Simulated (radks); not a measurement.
The numbers below are computed, except where a source is named.
Effect of the nuclear size on the tellurium ion Te+, [Kr] 4d10 5s2 5p3. Code: a radial shooting solver on a logarithmic mesh with Libxc functionals. Model: Dirac Kohn-Sham, BLYP, spin-unpolarised, spherical densities, finite nucleus; open shells are shared between the two j in proportion to 2j + 1; Fermi nuclear charge, rms radius 4.7423 fm. The rms radius is varied about that value; shifts are against it.

| rms radius (fm) | total energy shift (eV) | density at nucleus (e/bohr^3) | 1s1/2 shift (meV) | 2s1/2 shift (meV) | 4p1/2 shift (meV) | 5s1/2 shift (meV) | 5p1/2 shift (meV) | 5p3/2 shift (meV) | 6s1/2 (empty) shift (meV) |
|---|---|---|---|---|---|---|---|---|---|
| 3.846 | -1.83 | 2.361e+05 | -765 | -89.0 | 0.290 | -0.416 | 0.063 | 0.067 | -0.062 |
| 4.3439 | -0.852 | 2.314e+05 | -356 | -41.5 | 0.135 | -0.194 | 0.030 | 0.031 | -0.029 |
| 4.7423 | 0 | 2.28e+05 | 0.000 | 0.000 | 0.000 | 0.000 | 0.000 | 0.000 | 0.000 |
| 5.1738 | 0.992 | 2.248e+05 | 415 | 48.3 | -0.157 | 0.226 | -0.034 | -0.037 | 0.034 |
| 5.7382 | 2.40 | 2.209e+05 | 1000 | 117 | -0.380 | 0.546 | -0.083 | -0.088 | 0.082 |

Slopes of the eigenvalues against <r^2> in GHz/fm^2, as finite differences over the two radii next to the reference (eigenvalue slopes, not the field-shift constants of lines): 1s1/2 23600, 2s1/2 2750, 4p1/2 -8.95, 5s1/2 12.8, 5p1/2 -1.96, 5p3/2 -2.08, 6s1/2 (empty) 1.92.
